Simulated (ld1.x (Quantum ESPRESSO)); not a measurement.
## Transferability test, PAW potential for Os (Z = 76)

osmium, PAW, made with ld1.x (Quantum ESPRESSO) 7.5 (PBE, scalar-relativistic). Core [Kr] 4d10 4f14, reference 5s2 5p6 5d6 6s1.5 6p0 (charge +0.5). Waves: 5s (bound): rcut 1.55, rcutus 1.70 bohr; 6s (bound): rcut 1.55, rcutus 1.70 bohr; 5p (bound): rcut 1.55, rcutus 1.85 bohr; 6p (bound, empty): rcut 1.55, rcutus 1.85 bohr; 5d (bound): rcut 1.85, rcutus 2.40 bohr; 5d channel at 0.35 Ry: rcut 1.85, rcutus 2.40 bohr. Local part: all-electron potential smoothed inside 2.35 bohr (lloc = -1). Core correction: a·sin(br)/r model core, default radius (ld1.x builds one for every PAW set, though the input has nlcc=.false.). Augmentation charge: GAUSS, radius 1.35 bohr.

Energies are relative to the spin-unpolarised reference configuration 5s2 5p6 5d6 6s1.5 6p0; without spin polarisation the order of configurations can differ from experiment.

(1) Give the all-electron excitation energy and the error of the potential for: 5s2 5p6 5d6 6s2 6p0; 5s2 5p6 5d6 6s1 6p0; 5s2 5p6 5d6 6s0 6p0; 5s2 5p5 5d6 6s2 6p0; 5s2 5p6 5d6 6s0 6p2; 5s2 5p6 5d6 6s1 6p1; 5s2 5p6 5d6 6s0 6p1.

Results:

(1)

```tsv
valence configuration	charge	ΔE all-electron (eV)	error AE − PS (meV)
5s2 5p6 5d6 6s2 6p0	0	-3.914	+1.6
5s2 5p6 5d6 6s1 6p0	+1	5.663	-1.8
5s2 5p6 5d6 6s0 6p0	+2	22.578	-6.6
5s2 5p5 5d6 6s2 6p0	+1	53.003	-106
5s2 5p6 5d6 6s0 6p2	0	6.541	+1.8
5s2 5p6 5d6 6s1 6p1	0	1.144	+0.7
5s2 5p6 5d6 6s0 6p1	+1	11.808	-1.1
```
